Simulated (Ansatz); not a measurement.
Ansatz (a quantum-chemistry and plane-wave program) input (B3LYP-D3(BJ)/def2-TZVP):

Ansatz 0.2 input:
```yaml
crystal:
  periodic: [false, false, false]
  atoms:
    - {symbol: C, position_ang: [-2.98451601, 0.13754030, -0.35150836]}
    - {symbol: C, position_ang: [-1.72632242, -0.28396554, 0.39730937]}
    - {symbol: C, position_ang: [-0.46085275, 0.13701572, -0.34587506]}
    - {symbol: C, position_ang: [0.80126242, -0.27676507, 0.40683589]}
    - {symbol: C, position_ang: [2.08068275, 0.10271716, -0.31489892]}
    - {symbol: C, position_ang: [3.30020255, -0.28728962, 0.32221276]}
    - {symbol: Cl, position_ang: [2.13502803, 2.02058906, -0.37445099]}
    - {symbol: H, position_ang: [-3.01218777, -0.31818317, -1.33891952]}
    - {symbol: H, position_ang: [-3.01062129, 1.21807014, -0.47320285]}
    - {symbol: H, position_ang: [-3.87481213, -0.16844221, 0.19278630]}
    - {symbol: H, position_ang: [-1.72726306, -1.36886351, 0.52750383]}
    - {symbol: H, position_ang: [-1.72808774, 0.16864512, 1.39121387]}
    - {symbol: H, position_ang: [-0.46377629, 1.22006928, -0.47727811]}
    - {symbol: H, position_ang: [-0.45623017, -0.31957965, -1.33869211]}
    - {symbol: H, position_ang: [0.80771231, -1.36395819, 0.52806446]}
    - {symbol: H, position_ang: [0.80196724, 0.17062253, 1.40251186]}
    - {symbol: H, position_ang: [2.04513484, -0.13157657, -1.37896333]}
    - {symbol: H, position_ang: [3.34747616, -0.36897185, 1.39235892]}
    - {symbol: H, position_ang: [4.22239236, -0.30890413, -0.22683931]}
basis:
  gaussian:
    orbitals: def2-TZVP
hamiltonian:
  xc: b3lyp
  dispersion: d3bj
magnetization: {spin_polarized: true, initial_magnetization: 1}
relax: {f_tol: 0.002, max_steps: 150}
```

Output:

```
Functional definition: B3LYP
integrals: 0.30 GiB planned
1871 factors; their error is unknown
0.36 GiB of the device are held for the grids
2.01 GiB of device memory are held for the factors and their scratch space
mean field: 2.40 GiB planned
mean field evaluation 1: about -18923.5076 eV, gradient 6.2e1 eV
mean field evaluation 2: about -18905.9134 eV, gradient 8.3e1 eV
mean field evaluation 4: about -18942.6043 eV, gradient 6.1e0 eV
mean field evaluation 8: about -18942.7838 eV, gradient 2.2e-1 eV
mean field evaluation 16: about -18942.7649 eV, gradient 1.2e-3 eV
mean field -18942.76489252 eV, -696.1337699329 hartree, gradient 4.0e-5 eV, S^2 0.755983; 0 other end points of the search recorded, 0 dependent functions left out
the calculation of the forces begins
reference -18942.76524113 eV, -696.1337827443 hartree; 33, 32 occupied and 262, 263 virtual orbitals, 1871 factors
relax step   1: F+E_penalty+E_count = -18943.52851861 eV  Δ(F+E_penalty+E_count) = +0.000e0 eV  max|allowed force component| = 5.371e-1 eV/Å  Δτ_max = 0.0000 Å  (34 SCF iters, accepted)
these checks for a lower state are left out or cut short: starts, cluster_reference, orbital_swaps, neighbouring_geometries, increment
integrals: 0.30 GiB planned
1871 factors; their error is unknown
0.36 GiB of the device are held for the grids
2.01 GiB of device memory are held for the factors and their scratch space
mean field: 2.39 GiB planned
mean field -18942.79743373 eV, -696.1349658003 hartree, gradient 1.7e-5 eV, S^2 0.755884; 0 other end points of the search recorded, 0 dependent functions left out
the calculation of the forces begins
reference -18942.79778521 eV, -696.1349787169 hartree; 33, 32 occupied and 262, 263 virtual orbitals, 1871 factors
relax step   2: F+E_penalty+E_count = -18943.55270265 eV  Δ(F+E_penalty+E_count) = -2.418e-2 eV  max|allowed force component| = 3.328e-1 eV/Å  Δτ_max = 0.0676 Å  (35 SCF iters, accepted)
these checks for a lower state are left out or cut short: starts, cluster_reference, orbital_swaps, neighbouring_geometries, increment
integrals: 0.30 GiB planned
1871 factors; their error is unknown
0.36 GiB of the device are held for the grids
2.01 GiB of device memory are held for the factors and their scratch space
mean field: 2.39 GiB planned
mean field evaluation 32: about -18942.8009 eV, gradient 6.2e-4 eV
mean field -18942.80089390 eV, -696.1350929592 hartree, gradient 1.7e-5 eV, S^2 0.755797; 0 other end points of the search recorded, 0 dependent functions left out
the calculation of the forces begins
reference -18942.80124535 eV, -696.1351058747 hartree; 33, 32 occupied and 262, 263 virtual orbitals, 1871 factors
relax step   3: F+E_penalty+E_count = -18943.55700798 eV  Δ(F+E_penalty+E_count) = -4.305e-3 eV  max|allowed force component| = 1.429e-1 eV/Å  Δτ_max = 0.0127 Å  (35 SCF iters, accepted)
these checks for a lower state are left out or cut short: starts, cluster_reference, orbital_swaps, neighbouring_geometries, increment
integrals: 0.30 GiB planned
1871 factors; their error is unknown
0.36 GiB of the device are held for the grids
2.01 GiB of device memory are held for the factors and their scratch space
mean field: 2.40 GiB planned
mean field -18942.80163415 eV, -696.1351201630 hartree, gradient 1.7e-5 eV, S^2 0.755682; 0 other end points of the search recorded, 0 dependent functions left out
the calculation of the forces begins
reference -18942.80198563 eV, -696.1351330794 hartree; 33, 32 occupied and 262, 263 virtual orbitals, 1871 factors
relax step   4: F+E_penalty+E_count = -18943.55815836 eV  Δ(F+E_penalty+E_count) = -1.150e-3 eV  max|allowed force component| = 1.191e-1 eV/Å  Δτ_max = 0.0106 Å  (36 SCF iters, accepted)
these checks for a lower state are left out or cut short: starts, cluster_reference, orbital_swaps, neighbouring_geometries, increment
integrals: 0.30 GiB planned
1871 factors; their error is unknown
0.36 GiB of the device are held for the grids
2.01 GiB of device memory are held for the factors and their scratch space
mean field: 2.39 GiB planned
mean field -18942.79936311 eV, -696.1350367036 hartree, gradient 1.4e-5 eV, S^2 0.755324; 0 other end points of the search recorded, 0 dependent functions left out
the calculation of the forces begins
reference -18942.79971478 eV, -696.1350496272 hartree; 33, 32 occupied and 262, 263 virtual orbitals, 1871 factors
relax step   5: F+E_penalty+E_count = -18943.55630956 eV  Δ(F+E_penalty+E_count) = +1.849e-3 eV  max|allowed force component| = 1.388e-1 eV/Å  Δτ_max = 0.0245 Å  (36 SCF iters, rejected (line search))
these checks for a lower state are left out or cut short: starts, cluster_reference, orbital_swaps, neighbouring_geometries, increment
integrals: 0.30 GiB planned
1871 factors; their error is unknown
0.36 GiB of the device are held for the grids
2.01 GiB of device memory are held for the factors and their scratch space
mean field: 2.39 GiB planned
mean field -18942.80229311 eV, -696.1351443793 hartree, gradient 1.7e-5 eV, S^2 0.755492; 0 other end points of the search recorded, 0 dependent functions left out
the calculation of the forces begins
reference -18942.80264467 eV, -696.1351572988 hartree; 33, 32 occupied and 262, 263 virtual orbitals, 1871 factors
relax step   6: F+E_penalty+E_count = -18943.55901649 eV  Δ(F+E_penalty+E_count) = -8.581e-4 eV  max|allowed force component| = 3.455e-2 eV/Å  Δτ_max = 0.0123 Å  (35 SCF iters, accepted)
these checks for a lower state are left out or cut short: starts, cluster_reference, orbital_swaps, neighbouring_geometries, increment
integrals: 0.30 GiB planned
1871 factors; their error is unknown
0.36 GiB of the device are held for the grids
2.01 GiB of device memory are held for the factors and their scratch space
mean field: 2.39 GiB planned
mean field -18942.80234018 eV, -696.1351461091 hartree, gradient 1.7e-5 eV, S^2 0.755430; 0 other end points of the search recorded, 0 dependent functions left out
the calculation of the forces begins
reference -18942.80269177 eV, -696.1351590299 hartree; 33, 32 occupied and 262, 263 virtual orbitals, 1871 factors
relax step   7: F+E_penalty+E_count = -18943.55915035 eV  Δ(F+E_penalty+E_count) = -1.339e-4 eV  max|allowed force component| = 4.863e-3 eV/Å  Δτ_max = 0.0071 Å  (36 SCF iters, accepted)
these checks for a lower state are left out or cut short: starts, cluster_reference, orbital_swaps, neighbouring_geometries, increment
integrals: 0.30 GiB planned
1871 factors; their error is unknown
0.36 GiB of the device are held for the grids
2.01 GiB of device memory are held for the factors and their scratch space
mean field: 2.39 GiB planned
mean field evaluation 64: about -18942.8131 eV, gradient 5.4e-1 eV
mean field -18942.80234222 eV, -696.1351461840 hartree, gradient 1.7e-5 eV, S^2 0.755413; 0 other end points of the search recorded, 0 dependent functions left out
the calculation of the forces begins
reference -18942.80269384 eV, -696.1351591058 hartree; 33, 32 occupied and 262, 263 virtual orbitals, 1871 factors
relax step   8: F+E_penalty+E_count = -18943.55917985 eV  Δ(F+E_penalty+E_count) = -2.950e-5 eV  max|allowed force component| = 5.727e-3 eV/Å  Δτ_max = 0.0057 Å  (35 SCF iters, accepted)
these checks for a lower state are left out or cut short: starts, cluster_reference, orbital_swaps, neighbouring_geometries, increment
integrals: 0.30 GiB planned
1871 factors; their error is unknown
0.36 GiB of the device are held for the grids
2.01 GiB of device memory are held for the factors and their scratch space
mean field: 2.39 GiB planned
mean field -18942.80239258 eV, -696.1351480348 hartree, gradient 1.7e-5 eV, S^2 0.755412; 0 other end points of the search recorded, 0 dependent functions left out
the calculation of the forces begins
reference -18942.80274425 eV, -696.1351609584 hartree; 33, 32 occupied and 262, 263 virtual orbitals, 1871 factors
relax step   9: F+E_penalty+E_count = -18943.55919524 eV  Δ(F+E_penalty+E_count) = -1.540e-5 eV  max|allowed force component| = 9.508e-3 eV/Å  Δτ_max = 0.0057 Å  (35 SCF iters, accepted)
these checks for a lower state are left out or cut short: starts, cluster_reference, orbital_swaps, neighbouring_geometries, increment
integrals: 0.30 GiB planned
1871 factors; their error is unknown
0.36 GiB of the device are held for the grids
2.01 GiB of device memory are held for the factors and their scratch space
mean field: 2.39 GiB planned
mean field -18942.80234905 eV, -696.1351464351 hartree, gradient 1.8e-5 eV, S^2 0.755419; 0 other end points of the search recorded, 0 dependent functions left out
the calculation of the forces begins
reference -18942.80270074 eV, -696.1351593593 hartree; 33, 32 occupied and 262, 263 virtual orbitals, 1871 factors
relax step  10: F+E_penalty+E_count = -18943.55920241 eV  Δ(F+E_penalty+E_count) = -7.165e-6 eV  max|allowed force component| = 4.679e-3 eV/Å  Δτ_max = 0.0059 Å  (36 SCF iters, accepted)
these checks for a lower state are left out or cut short: starts, cluster_reference, orbital_swaps, neighbouring_geometries, increment
integrals: 0.30 GiB planned
1871 factors; their error is unknown
0.36 GiB of the device are held for the grids
2.01 GiB of device memory are held for the factors and their scratch space
mean field: 2.39 GiB planned
mean field -18942.80241842 eV, -696.1351489844 hartree, gradient 1.8e-5 eV, S^2 0.755425; 0 other end points of the search recorded, 0 dependent functions left out
the calculation of the forces begins
reference -18942.80277012 eV, -696.1351619091 hartree; 33, 32 occupied and 262, 263 virtual orbitals, 1871 factors
relax step  11: F+E_penalty+E_count = -18943.55920643 eV  Δ(F+E_penalty+E_count) = -4.017e-6 eV  max|allowed force component| = 1.793e-3 eV/Å  Δτ_max = 0.0014 Å  (36 SCF iters, accepted)
integrals: 0.30 GiB planned
1871 factors; their error is unknown
0.36 GiB of the device are held for the grids
2.01 GiB of device memory are held for the factors and their scratch space
mean field: 2.39 GiB planned
mean field evaluation 96: about -18942.8024 eV, gradient 7.2e-3 eV
mean field -18942.80241842 eV, -696.1351489844 hartree, gradient 1.7e-5 eV, S^2 0.755425; 1 other end points of the search recorded, 0 dependent functions left out
the calculation of the forces begins
reference -18942.80277012 eV, -696.1351619091 hartree; 33, 32 occupied and 262, 263 virtual orbitals, 1871 factors
Total energy: -18943.55955813 eV, -696.1629733553 hartree
Atom 0 at    -3.012106     0.115300    -0.343809 Å, force    -0.000988     0.000125     0.000301 eV/Å
Atom 1 at    -1.734224    -0.282813     0.388523 Å, force     0.000571     0.000349     0.000116 eV/Å
Atom 2 at    -0.469556     0.163235    -0.341164 Å, force     0.001793     0.000193    -0.000348 eV/Å
Atom 3 at     0.805754    -0.239745     0.390039 Å, force     0.000914     0.000664     0.000109 eV/Å
Atom 4 at     2.096334     0.135074    -0.315763 Å, force    -0.001467    -0.000390    -0.000339 eV/Å
Atom 5 at     3.316935    -0.312557     0.341465 Å, force    -0.000191     0.000643     0.000026 eV/Å
Atom 6 at     2.206043     2.029454    -0.422067 Å, force    -0.000497    -0.001740    -0.000084 eV/Å
Atom 7 at    -3.048228    -0.329946    -1.341008 Å, force    -0.000016     0.000149     0.000121 eV/Å
Atom 8 at    -3.073021     1.199345    -0.464540 Å, force     0.000129    -0.000098     0.000159 eV/Å
Atom 9 at    -3.901367    -0.210472     0.198628 Å, force    -0.000137     0.000045    -0.000286 eV/Å
Atom 10 at    -1.712723    -1.369214     0.524472 Å, force     0.000076     0.000234    -0.000154 eV/Å
Atom 11 at    -1.738724     0.149692     1.394292 Å, force    -0.000106    -0.000356    -0.000155 eV/Å
Atom 12 at    -0.485828     1.247467    -0.471433 Å, force    -0.000108    -0.000309    -0.000266 eV/Å
Atom 13 at    -0.460565    -0.268844    -1.348248 Å, force     0.000055    -0.000086     0.000177 eV/Å
Atom 14 at     0.823461    -1.328885     0.512826 Å, force     0.000290    -0.000103     0.000058 eV/Å
Atom 15 at     0.818405     0.187731     1.396525 Å, force    -0.000116    -0.000163     0.000036 eV/Å
Atom 16 at     2.071581    -0.136641    -1.369025 Å, force     0.000102     0.000966     0.000490 eV/Å
Atom 17 at     3.351014    -0.391494     1.419772 Å, force    -0.000122     0.000020    -0.000000 eV/Å
Atom 18 at     4.244003    -0.377918    -0.209316 Å, force    -0.000182    -0.000142     0.000039 eV/Å
Dipole moment:    -0.072864    -0.442029     0.062397 e Å
```

It need not be the lowest isomer of its formula.
